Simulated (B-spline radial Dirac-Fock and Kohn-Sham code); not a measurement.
## Binding energies of Mn⁴⁺ at several levels of theory

System: Mn⁴⁺, configuration [Ar] 3d1 4s2 (not the ground configuration).

The density-functional columns are spherical, spin-unpolarised Dirac-Kohn-Sham results without Breit or QED terms: −ε is minus the orbital energy of the initial state and ΔSCF the difference of two total energies. The reference in the last column comes from relaxed Dirac-Fock hole states (ΔSCF) with Breit and QED corrections and a finite nucleus. All numbers are from a radial atomic solver, in eV; a selection of levels is shown.

```tsv
level	LDA −ε	LDA ΔSCF	Dirac-Fock
K	6494.3	6649.8	6640.5
L1	827.1	858.0	879.2
L2	721.3	757.1	757.6
L3	710.9	746.3	747.4
M1	160.3	172.5	180.2
M2	129.3	141.2	140.6
M3	127.8	139.7	139.1
M4,5	78.16	89.82	88.59
N1	48.66	54.03	51.43
```

Values without a named source are computed, but for edge energies of neutral atoms, which are taken from tables.
